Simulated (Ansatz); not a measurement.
Z-matrix (Å, degrees):
```
C
Ge 1 1.944
H 1 1.089 2 110.1
H 1 1.091 2 110.2 3 -120.5
H 1 1.091 2 109.1 3 120.0
O 2 1.893 1 108.9 3 -57.6
Si 2 2.258 1 124.9 3 -8.7
H 2 1.540 1 112.0 3 -177.0
H 7 1.486 2 122.8 1 19.0
H 7 1.485 2 123.6 1 175.5
```

The species carries charge 0 and has multiplicity 1.

Q: List the PBE0/def2-TZVPP orbital energies in eV (Ansatz). (Best estimate.)

A: The calculation gave: Occupied: -10860.15, -1803.15, -1358.38, -1208.23, -1208.18, -1208.17, -522.06, -278.33, -171.13, -145.40, -121.00, -120.87, -120.85, -100.10, -100.05, -100.03, -33.88, -33.77, -33.74, -33.66, -33.63, -26.61, -19.88, -14.76, -14.16, -11.92, -11.75, -10.81, -10.75, -10.06, -9.37, -8.18, -6.73. Lowest empty: -0.81, -0.17, 0.74, 1.40, 1.80, 1.98, 2.62, 3.11.
